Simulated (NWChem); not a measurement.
# 1,1,1,3,3-pentafluoropropane (C$_{3}$H$_{3}$F$_{5}$); SMILES FC(F)CC(F)(F)F

```xyz
11

F     -0.7477    -2.5168    -0.2016
C     -0.1003    -1.4031     0.2558
F      1.2394    -1.5834     0.0731
C     -0.5851    -0.1969    -0.5342
C     -0.0264     1.1280    -0.0491
F      1.3077     1.2157    -0.2236
F     -0.5981     2.1581    -0.7129
F     -0.2775     1.3042     1.2750
H     -0.2934    -1.3042     1.3485
H     -0.3132    -0.3340    -1.5990
H     -1.6886    -0.1461    -0.4615
```
Atoms are numbered in this order, from 1.

Level: PBE-D3(BJ)/def2-SVP (NWChem), optimised geometry, unscaled harmonic frequencies. 

| frequency (cm⁻¹) | IR intensity (km/mol) |
|---|---|
| 44 | 0.6 |
| 105 | 3.1 |
| 152 | 2.9 |
| 296 | 0.2 |
| 332 | 0.7 |
| 362 | 1.9 |
| 473 | 13.1 |
| 523 | 1.3 |
| 547 | 7.1 |
| 560 | 6.3 |
| 661 | 19.6 |
| 845 | 13.2 |
| 873 | 23.8 |
| 988 | 11.9 |
| 1069 | 161.6 |
| 1107 | 67.0 |
| 1159 | 175.8 |
| 1168 | 175.6 |
| 1224 | 137.1 |
| 1265 | 147.8 |
| 1313 | 63.3 |
| 1365 | 60.3 |
| 1385 | 30.0 |
| 1387 | 123.6 |
| 2988 | 34.4 |
| 3027 | 0.1 |
| 3094 | 0.4 |

```
Quantity                                                                            Value
-----------------------------------------------------------------------  ----------------
zero-point energy                                                           40.5 kcal/mol
thermal correction to the enthalpy at 298.15 K (with zero-point energy)     45.7 kcal/mol
heat capacity Cv                                                         25.7 cal/(mol K)
entropy at 298.15 K and 1 atm (symmetry number 1)                        87.6 cal/(mol K)
dipole moment                                                                      1.38 D
```

Rigid rotor and harmonic oscillator; modes under 100 cm⁻¹ make the entropy uncertain.
